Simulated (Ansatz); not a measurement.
A structure relaxed at PBE0-D4/def2-SVP in Ansatz, charge 1, doublet:

```xyz
7

Ti   -1.313   -0.268    0.914
Si   -0.215   -0.592   -1.437
Si    0.488   -2.538   -0.452
Si    1.205   -0.728    0.757
Si   -1.268    1.407   -1.816
Si    0.929    1.131    2.078
Si    0.174    1.588   -0.044
```

Q: Give its formula and point group.

A: TiSi6⁺. Point group Cs (tolerance 0.1 Å).

Q: Summarise the bond lengths by kind (pairs closer than 1.2 times the sum of covalent radii, bridged metal pairs left out).

A: 9 × Si–Si 2.29 to 2.66 Å; 6 × Si–Ti 2.56 to 3.20 Å. The metal has 6 neighbours: Si 2.62 Å, Si 3.20 Å, Si 2.57 Å, Si 3.20 Å, Si 2.89 Å, Si 2.56 Å.

The charge 1 doublet is spin-contaminated (final ⟨S²⟩ up to 0.98, 0.75 for a pure state). The relaxation made no stability test and no search for a lower SCF solution. No other spin state of charge 1 was run. Another isomer (doublet) lies 0.71 eV lower at PBE0-D4/def2-TZVP; other spin states weren't run for this one.
